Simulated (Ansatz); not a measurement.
Mulliken charges of Ga2H6S2, SMILES `[SH+]1[GaH2-][SH+][GaH2-]1` from ωB97M-V/def2-TZVPP in Ansatz (PBE0-D4/def2-TZVP geometry).

| atom | x (Å) | y (Å) | z (Å) | charge (e) |
| --- | --- | --- | --- | --- |
| S1 | -0.542 | 1.330 | -1.016 | -0.257 |
| Ga2 | 0.733 | -0.687 | -1.306 | 0.170 |
| S3 | 0.475 | -1.402 | 0.974 | -0.257 |
| Ga4 | -1.195 | 0.325 | 1.068 | 0.170 |
| H5 | 0.465 | 2.059 | -0.508 | 0.142 |
| H6 | -0.183 | -1.635 | -2.139 | -0.026 |
| H7 | 2.227 | -0.297 | -1.534 | -0.029 |
| H8 | 1.475 | -0.654 | 1.468 | 0.142 |
| H9 | -2.545 | -0.395 | 0.770 | -0.026 |
| H10 | -0.827 | 1.305 | 2.225 | -0.029 |

By hand: the dipole of these point charges (1 e Å = 4.8032 D).

Σ q r = (0.244, 0.180, 0.122) e Å, of length 0.327 e Å = 1.57 D.

How does the dipole of the full density compare? (An estimate is asked.)

The calculation gave: (0.254, 0.187, 0.127) e Å, 1.63 D; the point charges give 0.96 times that, at 0° from its direction.

Point charges leave out the atoms' own dipoles, such as those of lone pairs, and Mulliken's split depends on the basis, so the close match here is no proof of good charges.
